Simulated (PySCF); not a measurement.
Isomers of C7H13F.

All values: wB97X-D/def2-SVPD (PySCF) at PBE0-D3(BJ)/def2-SVP geometries, gas phase, one conformer each. Core orbitals are frozen in the response; Δα² is half the sum of the squared differences of the principal polarisabilities.

(1) Rank by dipole moment, highest first.
A. `CC(C)(C)[C@@H]1C[C@H]1F`
B. `CC(C)(C)[C@@H]1C[C@@H]1F`
C. `[CH2:1]=[C:2]([F:3])[CH2:4][C@H:5]([CH3:6])[CH2:7][CH3:8]` with C1–C2–C4–C5 -118°, C2–C4–C5–C6 -169°, C4–C5–C7–C8 -172°
D. `[CH3:1][CH2:2][CH2:3]/[C:4]([CH3:5])=[CH:6]/[CH2:7][F:8]` with C1–C2–C3–C4 177°, C2–C3–C4–C5 63°, C4–C6–C7–F8 132°
E. `[CH2:1]=[C:2]([CH2:3][F:4])[C@@H:5]([CH3:6])[CH2:7][CH3:8]` with C1–C2–C3–F4 -1°, C1–C2–C5–C6 114°, C2–C5–C7–C8 57°

(2) Rank by mean static polarisability, lowest first.
A. `[CH3:1][C@@H:2]1[C@H:3]([CH3:4])[CH2:5][CH2:6][C@@H:7]1[F:8]` with C1–C2–C3–C4 -48°, C2–C3–C5–C6 36°, C3–C5–C6–C7 -18°, C5–C6–C7–F8 110°
B. `[CH3:1][CH2:2][CH2:3]/[C:4]([CH3:5])=[CH:6]/[CH2:7][F:8]` with C1–C2–C3–C4 177°, C2–C3–C4–C5 63°, C4–C6–C7–F8 132°
C. `[CH2:1]=[C:2]([F:3])[CH2:4][C@H:5]([CH3:6])[CH2:7][CH3:8]` with C1–C2–C4–C5 -118°, C2–C4–C5–C6 -169°, C4–C5–C7–C8 -172°
D. `CC(C)([C@@H]1C[C@@H]1F)C`

(3) Rank by HOMO–LUMO gap, lowest first.
A. `[CH3:1][C@@H:2]1[C@@H:3]([CH3:4])[CH2:5][CH2:6][C@@H:7]1[F:8]` with C1–C2–C3–C4 67°, C2–C3–C5–C6 34°, C3–C5–C6–C7 -12°, C5–C6–C7–F8 101°
B. `[CH3:1][C:2]([CH3:3])=[C:4]([CH3:5])[CH2:6][CH2:7][F:8]` with C2–C4–C6–C7 95°, C4–C6–C7–F8 176°
C. `[CH3:1][C@@H:2]1[C@H:3]([CH3:4])[CH2:5][CH2:6][C@@H:7]1[F:8]` with C1–C2–C3–C4 -48°, C2–C3–C5–C6 36°, C3–C5–C6–C7 -18°, C5–C6–C7–F8 110°
D. `CC(C)(C)[C@@H]1C[C@@H]1F`
E. `[CH3:1][CH2:2][CH2:3]/[C:4]([CH3:5])=[CH:6]/[CH2:7][F:8]` with C1–C2–C3–C4 177°, C2–C3–C4–C5 63°, C4–C6–C7–F8 132°
F. `[CH2:1]=[C:2]([CH2:3][F:4])[C@@H:5]([CH3:6])[CH2:7][CH3:8]` with C1–C2–C3–F4 -1°, C1–C2–C5–C6 114°, C2–C5–C7–C8 57°

## Answers

(1) D (2.57 D), E (2.16 D), A (1.94 D), B (1.60 D), C (1.44 D).

(2) A (12.01 Å³), D (12.24 Å³), C (12.94 Å³), B (13.22 Å³).

(3) B (10.45 eV), E (10.86 eV), F (11.20 eV), D (12.05 eV), C (12.64 eV), A (12.82 eV).

All values together:

```
                     SMILES  μ (D)  HOMO (eV)  LUMO (eV)  α (Å³)  Δα (Å³)  ΔSCF removal energy (eV)
   CC(C)(C)[C@@H]1C[C@@H]1F   1.60      -9.78       2.28   12.24     1.41                      9.95
 C[C@@H]1[C@H](C)CC[C@@H]1F   1.81     -10.41       2.22   12.01     1.49                     10.56
              CCC/C(C)=C/CF   2.57      -8.97       1.89   13.22     5.18                      9.09
              CC(C)=C(C)CCF   2.24      -8.37       2.08   13.03     4.45                      8.44
C[C@@H]1[C@@H](C)CC[C@@H]1F   1.73     -10.48       2.34   12.13     2.07                     10.60
          C=C(F)C[C@H](C)CC   1.44      -9.16       2.10   12.94     3.39                      9.44
         C=C(CF)[C@@H](C)CC   2.16      -9.15       2.05   12.80     2.10                      9.31
    CC(C)(C)[C@@H]1C[C@H]1F   1.94      -9.83       2.26   12.27     1.47                     10.03
```

Conformers: `[CH3:1][C@@H:2]1[C@H:3]([CH3:4])[CH2:5][CH2:6][C@@H:7]1[F:8]` with C1–C2–C3–C4 -48°, C2–C3–C5–C6 36°, C3–C5–C6–C7 -18°, C5–C6–C7–F8 110°; `[CH3:1][CH2:2][CH2:3]/[C:4]([CH3:5])=[CH:6]/[CH2:7][F:8]` with C1–C2–C3–C4 177°, C2–C3–C4–C5 63°, C4–C6–C7–F8 132°; `[CH3:1][C:2]([CH3:3])=[C:4]([CH3:5])[CH2:6][CH2:7][F:8]` with C2–C4–C6–C7 95°, C4–C6–C7–F8 176°; `[CH3:1][C@@H:2]1[C@@H:3]([CH3:4])[CH2:5][CH2:6][C@@H:7]1[F:8]` with C1–C2–C3–C4 67°, C2–C3–C5–C6 34°, C3–C5–C6–C7 -12°, C5–C6–C7–F8 101°; `[CH2:1]=[C:2]([F:3])[CH2:4][C@H:5]([CH3:6])[CH2:7][CH3:8]` with C1–C2–C4–C5 -118°, C2–C4–C5–C6 -169°, C4–C5–C7–C8 -172°; `[CH2:1]=[C:2]([CH2:3][F:4])[C@@H:5]([CH3:6])[CH2:7][CH3:8]` with C1–C2–C3–F4 -1°, C1–C2–C5–C6 114°, C2–C5–C7–C8 57°.

By how much does the ΔSCF value exceed −ε(HOMO) over the species that have both?

By 0.07 to 0.28 eV, 0.16 eV on average, over 8 species.
